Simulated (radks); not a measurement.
Values are calculated unless marked as measured or tabulated.
Radial electron density D(r) = 4 pi r^2 rho(r) of an atom or ion with 15 electrons. Level of theory: Dirac Kohn-Sham, exchange-only PBE, spin-unpolarised, spherical densities, point nucleus (a radial shooting solver on a logarithmic mesh with Libxc functionals).

r (bohr)  D(r) (e/bohr)
0.002097          4.252
0.002603          6.096
0.003256          8.753
0.004042          12.23
0.005056          16.99
0.006275          22.81
0.007788          29.82
0.009744          38.02
0.01209           46.11
0.01501           53.24
0.01878           58.11
0.0233            59.17
0.02892           56.58
0.03618           51.97
0.04491           49.34
0.05618           52.23
0.06973           60.39
0.08654           68.09
0.1083            66.56
0.1344            52.48
0.1668            33.54
0.2086            21.67
0.259             20.52
0.3214            20.09
0.4021            13.38
0.499             5.366
0.6243            1.098
0.7748           0.1135
0.9616         0.004859

What is the nuclear charge?

Answer. Z = 46. The innermost maximum, from 1s, lies near gamma/Z bohr with gamma = sqrt(1 - (Z/c)^2) = 0.942, here 0.0205 bohr (found: 0.0222), and its height grows with Z. The density is that of the palladium ion Pd31+ in [Ne] 3s2 3p3; the configuration itself is not fixed sharply by these data, and Z only to a few units. D(r) has 3 maxima, at r = 0.0222, 0.0945, 0.287 bohr, and minima at 0.0456, 0.237 bohr, inside which lie 2.08, 10.59 electrons.
